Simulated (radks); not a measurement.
The numbers below are computed, except where a source is named.
All-electron atom: Tb4+ in [Xe] 4f7. Code: a radial shooting solver on a logarithmic mesh with Libxc functionals. Model: non-relativistic Kohn-Sham, r2SCAN, spin-polarised, spherical densities, point nucleus; open shells are filled with parallel spins first (spin-orbit coupling, left out, can overturn this in heavy ions); meta-GGA in the generalised Kohn-Sham scheme; relativity is left out, which matters for an element this heavy. Some entries of the table are withheld. Estimate them.

| orbital | occ. | eigenvalue (Ry) | <r^2> (bohr^2) | <1/r> (bohr^-1) |
|---|---|---|---|---|
| 1s up | 1 | -3582.682 | 0.0007282 | 64.45 |
| 1s down | 1 | -3582.681 | 0.0007282 | 64.45 |
| 2s up | 1 | -577.0309 | 0.01156 | 15.01 |
| 2s down | 1 | -577.0287 | 0.01155 | 15.01 |
| 2p up | 3 | -549.2764 | 0.008595 | 15.02 |
| 2p down | 3 | -549.2742 | 0.008594 | 15.02 |
| 3s up | 1 | -131.1748 | 0.07444 | 5.681 |
| 3s down | 1 | -130.8219 | 0.07423 | 5.691 |
| 3p up | 3 | -118.7587 | 0.06970 | 5.612 |
| 3p down | 3 | -118.4352 | 0.06947 | 5.622 |
| 3d up | 5 | -95.67241 | 0.05566 | 5.505 |
| 3d down | 5 | -95.43734 | 0.05542 | 5.514 |
| 4s up | 1 | -29.17074 | 0.3715 | 2.429 |
| 4s down | 1 | -28.52841 | 0.3722 | 2.424 |
| 4p up | 3 | -24.23006 | 0.3912 | 2.334 |
| 4p down | 3 | -23.58437 | 0.3923 | 2.329 |
| 4d up | 5 | (1) | 0.4418 | (2) |
| 4d down | 5 | (3) | 0.4456 | (4) |
| 5s up | 1 | -6.49869 | 2.007 | 0.9807 |
| 5s down | 1 | -6.26890 | 2.100 | 0.9517 |
| 5p up | 3 | -5.05005 | (5) | 0.8900 |
| 5p down | 3 | -4.86914 | (6) | 0.8617 |
| 4f up | 7 | -4.58870 | 0.6874 | 1.693 |
| 4f down | 0 | -3.97992 | 0.7560 | 1.652 |

Answer. 
(1) 4d up eigenvalue (Ry): -15.42249
(2) 4d up <1/r> (bohr^-1): 2.133
(3) 4d down eigenvalue (Ry): -14.77423
(4) 4d down <1/r> (bohr^-1): 2.125
(5) 5p up <r^2> (bohr^2): 2.403
(6) 5p down <r^2> (bohr^2): 2.523
